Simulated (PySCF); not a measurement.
Input of a run (PBE0-D3(BJ)/def2-SVP geometry optimisation, gas phase (PySCF 2.14.0)), started from a GFN2-xTB structure with every atom displaced at random (by about 0.01 Å):
```
{"job": {"xc": "PBE0", "basis": "def2-SVP", "d3": "d3bj", "grid": 1, "shake": 0.01, "kind": "geom"}, "charge": 0, "multiplicity": 1}
C      2.229030    -0.586430    -0.052900
O      0.983100     0.086900     0.153320
Al    -0.494080     0.805240     0.381880
C     -2.172230    -0.132560     0.170180
Br    -0.439810     2.977210     0.999810
H      2.914900     0.127340    -0.529370
H      2.067480    -1.426800    -0.707650
H      2.632390    -0.894250     0.892150
H     -2.491160    -0.670680     1.098690
H     -3.018800     0.561280    -0.033640
H     -2.172690    -0.873070    -0.623440
```

Output (energies in Eh, forces in Eh/bohr):
```
step   0  E = -2970.65955661  max force = 0.040513
step   1  E = -2970.66402352  max force = 0.005187
step   2  E = -2970.66433633  max force = 0.003258
step   3  E = -2970.66451015  max force = 0.003553
step   4  E = -2970.66490643  max force = 0.005677
step   5  E = -2970.66543715  max force = 0.005287
step   6  E = -2970.66605295  max force = 0.003645
step   7  E = -2970.66634749  max force = 0.001563
step   8  E = -2970.66657999  max force = 0.001536
step   9  E = -2970.66659645  max force = 0.001521
step  10  E = -2970.66662522  max force = 0.000719
step  11  E = -2970.66663390  max force = 0.001067
step  12  E = -2970.66664321  max force = 0.001188
step  13  E = -2970.66666817  max force = 0.000883
step  14  E = -2970.66668546  max force = 0.000646
step  15  E = -2970.66670807  max force = 0.001021
step  16  E = -2970.66672954  max force = 0.000981
step  17  E = -2970.66675037  max force = 0.000761
step  18  E = -2970.66676814  max force = 0.000588
step  19  E = -2970.66678258  max force = 0.000562
step  20  E = -2970.66679574  max force = 0.000604
step  21  E = -2970.66680173  max force = 0.000376
optimisation converged
```

Question: Summarise the run.

Answer: The energy falls by 0.197 eV over 22 energy and gradient evaluations, the largest force component goes from 0.0405 to 3.8e-04 Eh/bohr, and the atoms move by 0.396 Å rms after alignment. The bond that changes most is C1–O2 (ends: methoxy carbon; oxygen bonded to Al and C), which shortens by 0.042 Å. Bonds longer at the end by more than 0.005 Å: 6 of 10; shorter: 3. Among the angles that change most is C1–O2–Al3, from 177.5° to 140.3°. Among the dihedrals that turn most is O2–Al3–C4–H10, from -157° to -142°. The energy never rose by more than 1e-6 Eh on the way. The first step brought 62 % of the lowering.

Question: What are the final bond lengths?

Answer: C1–O2 1.390 Å, O2–Al3 1.689 Å, Al3–C4 1.932 Å, Al3–Br5 2.264 Å, C1–H6 1.105 Å, C1–H7 1.103 Å, C1–H8 1.105 Å, C4–H9 1.103 Å, C4–H10 1.101 Å, C4–H11 1.100 Å. Numbering counts from 1 in the input's order; the species is `C[O][Al]([CH3])[Br]`.

The run used 122 basis functions and 129 SCF cycles in all. Time: 2.6 min of wall time; peak memory 0.50 GiB. Hardware: an Arm Neoverse V1 with one thread, shared host.

Not checked by PBE0-D3(BJ)/def2-SVP frequencies. One conformer, not necessarily the lowest.
